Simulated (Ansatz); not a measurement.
C3H10InN, SMILES `CC[N](C)[InH2]`. The species carries charge 0 and has multiplicity 1. In: def2 effective core potential.

Cartesian coordinates in Å:
```
C -1.490 0.411 -1.175
C -0.837 0.621 0.171
N 0.400 -0.094 0.349
C 0.971 0.150 1.649
In 1.333 -1.319 -0.966
H -1.733 -0.642 -1.342
H -0.840 0.739 -1.991
H -2.419 0.982 -1.238
H -1.549 0.330 0.963
H -0.663 1.701 0.320
H 1.909 -0.396 1.775
H 0.292 -0.163 2.458
H 1.183 1.219 1.807
H 0.660 -1.613 -2.508
H 2.781 -1.925 -0.271
```

Q: What are the harmonic wavenumbers in cm⁻¹ at PBE0-D4/def2-TZVP (Ansatz, finite differences of forces, unscaled)? (An estimate is asked.)

A: The calculation gave: 96, 164, 181, 209, 267, 270, 307, 376, 457, 503, 518, 581, 809, 912, 1084, 1093, 1123, 1161, 1198, 1269, 1294, 1383, 1413, 1452, 1472, 1482, 1484, 1501, 1512, 1836, 1861, 2945, 2956, 2964, 2996, 3043, 3105, 3113, 3128.

Q: Is this a minimum?

A: Yes, all 39 modes are real.

Q: Give the ideal-gas thermochemistry at 298.15 K and 1 bar (rigid rotor, harmonic oscillator; point group Cs, symmetry number 1).

A: Zero-point energy 320.1 kJ/mol; H(298) − E = 344.1 kJ/mol; entropy 371.4 J/(mol·K), of which translation 173.3, rotation 117.0, vibration 81.1; G(298) − E = 233.3 kJ/mol. Modes under 100 cm⁻¹ are hindered rotations or soft bends, so the harmonic entropy is rough.

Q: And at 400, 500, 600, 800 and 1000 K?

A: 
```
T (K)  H − E (kJ/mol)  S (J/mol/K)  G − E (kJ/mol)
  400           358.5        412.7           193.4
  500           375.3        450.2           150.2
  600           394.5        485.1           103.4
  800           438.7        548.5            -0.1
 1000           489.1        604.6          -115.5
```

Q: Rotational constants (cm⁻¹)?

A: 0.1316, 0.06001, 0.04219.
